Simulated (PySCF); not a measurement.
BiBr2, SMILES [Bi]([Br])[Br], multiplicity 2. Geometry optimised at PBE-D3(BJ)/def2-SVP. The spin state was assumed, not searched. The isomer is the one that the SMILES or the coordinates give; other isomers of the formula were not compared. The def2 effective core potentials stand for the cores of Bi; spin–orbit coupling is left out.

Question: Give the equilibrium geometry at PBE-D3(BJ)/def2-SVP (PySCF confirms it by a frequency run) as a Z-matrix, and its point group. (An estimate is asked for; the answer gives what the named calculation found.)

Answer: point group C2v.
```
Bi
Br 1 2.6318
Br 1 2.6318 2 101.85
```
Charge 0, spin multiplicity 2.
